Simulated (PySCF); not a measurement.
MH anions for M along group 14

PBE0 with triple-zeta basis sets in PySCF, for the lowest determinant that a PBE0 search found; no spin–orbit coupling. De refers to high-spin ground-configuration atoms (the charge goes to the atom of lower measured ionisation energy or higher electron affinity, which is not always the lowest computed limit). A positive dipole points towards H; it is taken about the centre of mass and depends on that origin.

```csv
M,basis,charged atom,state (unpaired electrons),Re (Å),ωe (cm⁻¹),De (eV),μ (D)
C,def2-TZVPPD,C−,triplet (π ↑↑),1.139,2625,3.65,1.14
Si,def2-TZVPPD,Si−,triplet (π ↑↑),1.559,1840,3.05,-0.08
Ge,def2-TZVPPD,Ge−,triplet (π ↑↑),1.635,1688,n/a,-0.70
Sn,def2-TZVPPD,Sn−,triplet (π ↑↑),1.811,1534,2.53,-0.99
```

The shortest bond is that of CH⁻ (1.139 Å), the longest that of SnH⁻ (1.811 Å).

Relativity is treated differently too: C no relativity; Si no relativity; Ge no relativity; Sn scalar-relativistic core potentials.

De is n/a where a free atom or ion gave no sound limit at this level.

Down a group bonds as a rule get longer and wavenumbers fall, partly through the reduced mass; this series shows no clear exception.

These are scalar-relativistic numbers at best; spin–orbit coupling would shift them, the dissociation energy most. For an ion De counts to the pair picked by the measured ionisation energies or electron affinities, which need not be the lowest pair at this level. The highest Kohn–Sham level is positive in some of these anions. Much of that is self-interaction error, but it also means that the finite basis helps to hold the extra electron. States were picked by a PBE0 search and need not be the measured ground states.
